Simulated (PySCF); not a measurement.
Molecule: `O=C1CCC(=O)CC1`, C6H8O2.

Geometry (Å), atoms numbered from 1 in this order:
```xyz
16

O    -0.486    2.645   -0.321
C    -0.270    1.470   -0.180
C     1.048    0.931    0.328
C     1.345   -0.473   -0.187
C     0.270   -1.468    0.185
O     0.487   -2.641    0.342
C    -1.104   -0.857    0.346
C    -1.291    0.401   -0.495
H     1.845    1.625    0.057
H     0.990    0.920    1.421
H     1.407   -0.462   -1.280
H     2.307   -0.832    0.184
H    -1.858   -1.607    0.102
H    -1.224   -0.616    1.407
H    -2.292    0.816   -0.364
H    -1.181    0.157   -1.556
```

Frames of a GFN2-xTB Langevin trajectory at 600 K; GIAO PBE0/pcSseg-1 shieldings in PySCF, gas phase, non-relativistic; equivalent atoms averaged within each frame.

Scale: 17O (σref 336.08) against H2O; TMS for 13C (σref 186.93) and 1H (σref 31.72) (reference shieldings calculated alike). The references are static minima.

Question: How do the shifts (ppm) fluctuate along the trajectory?

Answer: 
| time (fs) | O1/O6 | C2/C5 | C3/C4/C7/C8 | H9/H10/H11/H12/H13/H14/H15/H16 |
| --- | --- | --- | --- | --- |
| optimised geometry | 683.6 | 213.4 | 39.5 | 2.58 |
| 250 | 672.6 | 211.3 | 44.1 | 2.99 |
| 425 | 646.4 | 204.6 | 45.1 | 3.26 |
| 625 | 703.3 | 212.0 | 40.7 | 2.50 |
| 800 | 700.9 | 218.5 | 38.4 | 2.64 |
| 1000 | 712.5 | 224.5 | 42.2 | 2.63 |
| mean of frames | 687.1 | 214.2 | 42.1 | 2.80 |
| standard deviation | 27.2 | 7.6 | 2.7 | 0.31 |

5 frames give an uncertainty of the mean of about the standard deviation over 2.2 at best, since frames this close in time may not be independent; classical motion lacks zero-point vibration, and the reference would need the same averaging.
